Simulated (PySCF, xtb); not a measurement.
# Relative energy of two isomers of C2H4AlI

Structure X: `[I][Al]1[CH2][CH2]1`, a singlet. Structure Y: `C=[CH][AlH][I]`, a singlet. Both are isolated molecules in the gas phase, relaxed with PBE0-D4/def2-SVP; the shapes shown needn't be the lowest conformers.

X (Å):

```xyz
8

C     0.7561   -1.1387    1.7578
C     0.7465   -2.4698    0.8747
Al   -0.6250   -2.3766    2.1936
I    -2.5729   -3.1916    3.4355
H     1.6492   -1.0041    2.3843
H     0.5536   -0.2150    1.1974
H     1.6316   -3.1104    0.9950
H     0.5454   -2.3118   -0.1943
```

Y (Å):

```xyz
8

C    -0.3492   -0.6447    1.5901
C    -0.1498   -1.8828    1.1073
Al    1.2102   -3.0016    1.9059
I     1.6047   -5.2891    1.0360
H    -1.1052    0.0374    1.1795
H     0.2364   -0.2431    2.4278
H    -0.7785   -2.2074    0.2675
H     2.0936   -2.4944    3.1165
```

Question: Estimate E(Y) − E(X) at the level CCSD(T)/def2-SVP + ΔMP2/def2-TZVPP.

Answer: Calculated at CCSD(T)/def2-SVP + ΔMP2/def2-TZVPP: E(Y) − E(X) = −21.7 kcal/mol, so structure Y lies lower.

How the difference moves with the method:

| level | geometry | E(Y) − E(X) (kcal/mol) | departure from the last row (kcal/mol) | job, with rough time for the two |
| --- | --- | --- | --- | --- |
| GFN2-xTB | GFN2-xTB | −31.6 | −9.9 | optimisation, 0.13 s |
| HF/STO-3G | GFN2-xTB | −27.8 | −6.1 | single point, 1.5 s |
| r2SCAN-D4/def2-SVP | GFN2-xTB | −19.7 | +1.9 | single point, 28 s |
| PBE0-D4/def2-SVP | PBE0-D4/def2-SVP | −18.8 | +2.9 | optimisation, 2 min |
| HF/def2-SVP | PBE0-D4/def2-SVP | −30.8 | −9.1 | part of the CCSD(T) run |
| MP2/def2-SVP | PBE0-D4/def2-SVP | −21.8 | −0.2 | part of the CCSD(T) run |
| CCSD(T)/def2-SVP | PBE0-D4/def2-SVP | −24.0 | −2.3 | single point |
| CCSD(T)/def2-SVP + ΔMP2/def2-TZVPP | PBE0-D4/def2-SVP | −21.7 |  | single point, 99 s |

As drawn, Y has 1 C=C, 1 Al–H in place of 1 C–Al, 1 C–C, 1 C–H. Structure X has a 3-membered ring, Y no ring.

None of the levels shown reverses the order. The largest departure from CCSD(T)/def2-SVP + ΔMP2/def2-TZVPP is that of GFN2-xTB, 9.9 kcal/mol. The last row adds to CCSD(T) the change of the MP2 difference between the two basis sets, here +2.3 kcal/mol.

With thermal terms from frequencies at re-optimised GFN2-xTB minima (ideal gas, soft modes damped towards free rotors, one conformer each, 1000 K, 1 atm): on the last row, ΔE + ΔZPE = −23.6, ΔH = −23.4, ΔG = −24.5 kcal/mol.

The correlated steps freeze 11 core orbitals; the filled d shell of I is correlated, in a basis made for valence electrons. Atoms past krypton carry core potentials in the def2 sets, other sets are all-electron and non-relativistic, and no spin–orbit term is included. Codes used: PySCF 2.14.0, xtb 6.7.1; the last row on 2 threads of Arm Neoverse V1 on a shared host.
